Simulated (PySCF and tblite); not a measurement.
4 regioisomers of C₇H₁₁Cl:

```
isomer                                                         SMILES
     A   [Cl:1][C@@:2]12[CH2:3][CH2:4][CH2:5][CH2:6][C@@H:7]1[CH2:8]2
     B   [Cl:1][C@H:2]1[C@@H:3]2[CH2:4][CH2:5][CH2:6][CH2:7][C@H:8]12
     C  [Cl:1][C@@H:2]1[CH2:3][CH2:4][C@H:5]2[CH2:6][C@@H:7]2[CH2:8]1
     D   [Cl:1][C@H:2]1[CH2:3][CH2:4][CH2:5][C@@H:6]2[CH2:7][C@H:8]12
```

Computed spectrum of one of them (conformer average at 298.15 K; GFN1-xTB geometries, energies TPSS/pcseg-1 (IEF-PCM, methanol) (D3(BJ) added where defined), GIAO shieldings KT2/pcSseg-1 (IEF-PCM, methanol), fitting basis def2-universal-jkfit; references on GFN2-xTB geometries), in ppm: ¹H (against TMS): 2.80 (1H), 2.20 (2H), 1.96 (2H), 1.42 (2H), 1.41 (2H), 1.22 (2H). ¹³C (against TMS): 45.0 (1C), 28.8 (2C), 27.8 (2C), 26.9 (2C). Of the H, only those on carbon are given.

Which isomer is it?

B. It shows 4 carbon signals, which only B gives by symmetry. Assigned: ¹H (against TMS): 2.80 (H2, 1H), 2.20 (H4a/H7a, 2H), 1.96 (H4b/H7b, 2H), 1.42 (H3/H8, 2H), 1.41 (H5a/H6a, 2H), 1.22 (H5b/H6b, 2H). ¹³C (against TMS): 45.0 (C2), 28.8 (C4/C7), 27.8 (C3/C8), 26.9 (C5/C6). For comparison, at another level (GFN2-xTB geometries, energies PBE0/pcSseg-1 (IEF-PCM, dimethylsulfoxide) (D3(BJ) added where defined), GIAO shieldings PBE0/pcSseg-1 (IEF-PCM, dimethylsulfoxide)) the isomers give: A: ¹H (against TMS): 2.39 (H3a, 1H), 2.26 (H6a, 1H), 2.09 (H3b, 1H), 1.57 (H4a, 1H), 1.49 (H7, 1H), 1.47 (H6b, 1H), 1.29 (H5a, 1H), 1.24 (H5b, 1H), 1.12 (H8a, 1H), 1.04 (H4b, 1H), 0.67 (H8b, 1H). ¹³C (against TMS): 50.7 (C2), 38.6 (C3), 29.7 (C6), 26.3 (C4), 26.2 (C7), 25.6 (C5), 23.9 (C8). B: ¹H (against TMS): 2.68 (H2, 1H), 2.00 (H4a/H7a, 2H), 1.75 (H4b/H7b, 2H), 1.31 (H3/H8, 2H), 1.23 (H5a/H6a, 2H), 1.05 (H5b/H6b, 2H). ¹³C (against TMS): 44.9 (C2), 26.7 (C4/C7), 26.1 (C3/C8), 25.2 (C5/C6). C: ¹H (against TMS): 4.55 (H2, 1H), 3.12 (H8a, 1H), 2.45 (H4a, 1H), 2.09 (H3a, 1H), 1.97 (H3b, 1H), 1.79 (H8b, 1H), 1.63 (H4b, 1H), 1.55 (H6a, 1H), 1.53 (H6b, 1H), 0.64 (H5, 1H), -0.29 (H7, 1H). ¹³C (against TMS): 67.3 (C2), 43.8 (C8), 37.4 (C3), 27.2 (C6), 26.1 (C4), 15.1 (C7), 12.2 (C5). D: ¹H (against TMS): 4.73 (H2, 1H), 2.10 (H5a, 1H), 1.68 (H4a, 1H), 1.65 (H3a, 1H), 1.58 (H3b, 1H), 1.54 (H5b, 1H), 1.22 (H6, 1H), 1.22 (H8, 1H), 1.14 (H4b, 1H), 0.86 (H7a, 1H), 0.06 (H7b, 1H). ¹³C (against TMS): 66.3 (C2), 34.8 (C3), 28.2 (C5), 23.6 (C8), 20.8 (C4), 14.8 (C7), 14.2 (C6).

Shifts are unscaled: against experiment ¹³C can be off by 15 ppm or more and ¹H by 0.8 ppm.
